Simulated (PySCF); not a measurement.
**Electron correlation in Pb (lead, neutral)**

[Xe] 4f14 5d10 6s2 6p2, high-spin 3P determinant. Calculation: PySCF 2.14, in def2-TZVP with the def2 core potential (60 electrons); a scalar-relativistic core potential. Frozen: 5s2 5p6 5d10; 4 electrons correlated.

MP2 pair energies summed by pair of shells (mhartree):

| pair | energy | share (%) |
| --- | --- | --- |
| 6s-6p | -21.46 | 58.4 |
| 6s-6s | -11.81 | 32.1 |
| 6p-6p | -3.48 | 9.5 |

Total MP2 correlation energy: -36.74 mhartree.

Same-spin part -6.88 and opposite-spin part -29.86 mhartree; SCS-MP2 scales them by 1/3 and 6/5 to -38.13 mhartree.

```csv
level,correlation energy (mhartree)
CCSD,-46.85
(T),-1.04
CCSD(T),-47.89
```

Diagnostics: T1 = 0.0073, D1 = 0.0183, largest double amplitude 0.061.

Task: Is a single reference adequate?

Result: Yes, within this model without spin-orbit coupling: T1 lies below 0.03 and no double amplitude reaches 0.07.

Spin-orbit coupling is strong in this species, so the high-spin LS determinant is a model state.
